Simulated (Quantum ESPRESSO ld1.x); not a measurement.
These are the eigenvalues of the occupied orbitals of an atom or ion with whole-number occupations (hartree). Method: scalar-relativistic Kohn-Sham, revPBE, spin-unpolarised, spherical densities, point nucleus; computed with ld1.x of Quantum ESPRESSO 7.5.

| orbital | eigenvalue |
|---|---|
| 1s | -2165.17 |
| 2s | -410.063 |
| 2p | -369.223 |
| 3s | -132.694 |
| 3p | -120.236 |
| 3d | -105.075 |
| 4s | -62.1081 |
| 4p | -57.4251 |

Which element is it, and in what charge state? The configuration may be excited.

Answer. Z = 68, erbium, charge +36: Er36+ in [Ar] 3d10 4s2 4p2. The list shows which subshells hold electrons but not how many an open one holds; the 1s level, -2165.2 hartree, gives Z - s = 65.8 by -(Z - s)^2/2, which with screening and relativity narrows Z to a few neighbours, and the depths of the outer levels then fix element, charge and occupations together.
